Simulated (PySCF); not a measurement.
Species: C2H7BO2P (charge -1).
Structure used (PBE0-D3(BJ)/def2-SVP), in Å, numbered top down from 1:
```
atom  x, y, z in Å
P1     2.4646   -0.1429   -0.0433
B2     0.6967    0.9362   -0.1629
O3    -0.0224    0.7145    1.1113
C4    -1.1275   -0.0795    0.8588
C5    -0.8959   -0.6461   -0.5483
O6    -0.1603    0.3326   -1.1947
H7     3.1088    0.6491    0.9665
H8     3.1950    0.5054   -1.0984
H9     0.9312    2.1277   -0.4101
H10   -1.2410   -0.8856    1.6157
H11   -2.0747    0.5128    0.8827
H12   -0.3334   -1.6064   -0.4727
H13   -1.8414   -0.8590   -1.0871
```

Computed with PBE0-D3(BJ)/def2-SVP geometry optimisation, gas phase in PySCF 2.14.0.

Take the most abundant isotopes and a rigid rotor. The values belong to one conformer with, in the numbering `[PH2:1][BH-:2]1[O:3][CH2:4][CH2:5][O:6]1`, H–P1–B2–O3 -69° and -162°, P1–B2–O3–C4 -109°, B2–O3–C4–C5 14°, O3–C4–C5–O6 -30°, C4–C5–O6–B2 34°.

(1) Give the principal moments of inertia and the rotational constants in GHz.

(2) Classify the top.

(3) What does the inertial defect say?

(4) Give the other two planar moments, Paa and Pbb, and the rms extents of the mass along the axes.

(5) Where do the levels up to J = 3 lie, in MHz?

(6) Which lines would a microwave search look for?

(7) Estimate the classical rotational partition function at 10 K, 100 K and 500 K.

## Answers

(1) Ia = 94.85, Ib = 247.81, Ic = 281.31 u·Å²; 505379 MHz·u·Å²/I gives 5328, 2039 and 1797 MHz, that is A = 5.3282, B = 2.0394, C = 1.7965 GHz.

(2) An asymmetric top. Ray's parameter κ = (2B − A − C)/(A − C) = -0.862; −1 is the prolate and +1 the oblate limit.

(3) Not planar: Δ = Ic − Ia − Ib = -61.35 u·Å². For a rigid frame Δ = −2 Σ m c², so Σ m c² = 30.67 u·Å² lies off the ab plane: 9.08 from hydrogen and 21.59 from heavier atoms. The atom farthest from that plane is 2.02 Å away.

(4) Paa = Σ m a² = (Ib + Ic − Ia)/2 = 217.14 and Pbb = Σ m b² = (Ia + Ic − Ib)/2 = 64.18 u·Å². With the mass M = 105.03 u, the rms extents √(P/M) along a, b and c are 1.44, 0.78, 0.54 Å.

(5) Above 0(0,0):
J = 1: 1(0,1) 3836, 1(1,1) 7125, 1(1,0) 7368
J = 2: 2(0,2) 11495, 2(1,2) 14554, 2(1,1) 15282, 2(2,1) 25149, 2(2,0) 25162
J = 3: 3(0,3) 22951, 3(1,3) 25689, 3(1,2) 27146, 3(2,2) 36656, 3(2,1) 36721, 3(3,1) 53716, 3(3,0) 53716
The levels of one J sum to (2J + 1)J(J + 1)(A + B + C)/3.

(6) The dipole components (about the centre of mass, as the species is charged) are |μa| = 2.80 D, |μb| = 0.24 D, |μc| = 1.79 D. The squared components, which scale the intensities, stand as 1.00 : 0.01 : 0.41 (a : b : c). Some lines, for components of 0.1 D or more:

| type | branch | J(Ka,Kc) | MHz | lower level (cm⁻¹) |
| --- | --- | --- | --- | --- |
| a | Q | 2(1,1) ← 2(1,2) | 729 | 0.485 |
| c | Q | 1(1,1) ← 1(0,1) | 3289 | 0.128 |
| b | Q | 1(1,0) ← 1(0,1) | 3532 | 0.128 |
| b | Q | 2(1,1) ← 2(0,2) | 3788 | 0.383 |
| b | R | 2(0,2) ← 1(1,1) | 4370 | 0.238 |
| a | R | 2(1,2) ← 1(1,1) | 7429 | 0.238 |
| a | R | 2(0,2) ← 1(0,1) | 7659 | 0.128 |
| b | R | 3(0,3) ← 2(1,2) | 8397 | 0.485 |
| c | Q | 3(2,2) ← 3(1,2) | 9511 | 0.905 |
| b | Q | 3(2,1) ← 3(1,2) | 9575 | 0.905 |
| b | Q | 2(2,0) ← 2(1,1) | 9880 | 0.510 |
| a | R | 3(1,3) ← 2(1,2) | 11135 | 0.485 |
| c | R | 2(1,1) ← 1(0,1) | 11446 | 0.128 |
| a | R | 3(0,3) ← 2(0,2) | 11456 | 0.383 |
| a | R | 3(2,1) ← 2(2,0) | 11559 | 0.839 |
| c | Q | 3(3,1) ← 3(2,1) | 16995 | 1.225 |
| b | Q | 3(3,1) ← 3(2,2) | 17059 | 1.223 |
| c | R | 2(2,0) ← 1(1,0) | 17794 | 0.246 |
| c | R | 2(2,1) ← 1(1,1) | 18024 | 0.238 |
| b | R | 2(2,0) ← 1(1,1) | 18037 | 0.238 |
| c | R | 3(2,1) ← 2(1,1) | 21439 | 0.510 |
| c | R | 3(2,2) ← 2(1,2) | 22103 | 0.485 |
| c | R | 3(3,1) ← 2(2,1) | 28567 | 0.839 |

(7) Point group C1, symmetry number σ = 1; q = (√π/σ)·√((kT/h)³/(ABC)), k/h = 20836.6 MHz/K: 1210 at 10 K, 38200 at 100 K, 427000 at 500 K.

Whether it is a minimum is left open (no frequencies). The geometry's basis has no diffuse functions, a weakness for an anion. No vibrational averaging or centrifugal distortion is included, and the geometry carries the error of its method. Quadrupole hyperfine structure (11B) is left out.
